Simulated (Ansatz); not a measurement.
The Sn1–H2 bond of BrHSn (SMILES [Br][SnH]) is stretched (multiplicity 1, the rest rigid).
Geometry at rest (charge 0, multiplicity 1):
```
atom    x (Å)    y (Å)    z (Å)
----  -------  -------  -------
Sn    -0.5796  -0.4836   0.7118
H     -1.7346  -1.0560  -0.5227
Br     0.8776   0.7210  -1.0019
```

Correlated levels freeze the cores. Filled d and f shells under p-block atoms count as core.

Programs: Ansatz (a first-principles code) with Gaussian orbitals. Each number belongs to the level named beside it. In def2 rows elements past Kr take small-core potentials, without spin–orbit coupling.

Energies above the point at 1.785 Å (the B3LYP-D3(BJ) bond length), FIC-MRCISD+Q on CASSCF(2,2)/def2-TZVPP (kcal/mol): 4.99 at 1.606 Å; 3.29 at 1.963 Å; 63.89 at 5.712 Å.

Take the last value as the depth D of a Morse curve D(1 − e^(−a(R − R₀)))², fit a and R₀ to the two near points, and test it at 2.410 and 3.123 Å.


With D = 63.9, both near points (counted from the curve's value at 1.785 Å) are met by a = 1.41 Å⁻¹ and R₀ = 1.781 Å, so k = 2Da² = 255 kcal/(mol Å²). The curve then gives 22.1 and 46.1 kcal/mol; the level itself gives 23.2 and 50.4, so Morse is off by -1.0 and -4.3.
